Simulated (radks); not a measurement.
Coulomb parameter of the 5d shell of the tungsten ion W3+ in the model configuration [Xe] 4f14 5d2 6s1, as a second difference U = [E(n + 0.5) + E(n - 0.5) - 2 E(n)] / (0.5)^2 with all orbitals relaxed. "Bare": the charge of the atom changes with n. "Screened": the 6s shell takes up the change at fixed total charge, which measures U(5d,5d) + U(6s,6s) - 2 U(5d,6s). Method: scalar-relativistic Kohn-Sham, PBE, spin-unpolarised, spherical densities, point nucleus; computed with a radial shooting solver on a logarithmic mesh with Libxc functionals.

case                   configuration  E - E(n) (eV)
start              [Xe] 4f14 5d2 6s1          0.000
bare +0.5        [Xe] 4f14 5d2.5 6s1        -15.259
bare -0.5        [Xe] 4f14 5d1.5 6s1         18.292
screened +0.5  [Xe] 4f14 5d2.5 6s0.5         -1.758
screened -0.5  [Xe] 4f14 5d1.5 6s1.5          2.004

U(bare) = 12.134 eV, U(screened by 6s) = 0.987 eV, against the Slater integral F0(5d,5d) = 14.351 eV with frozen orbitals.
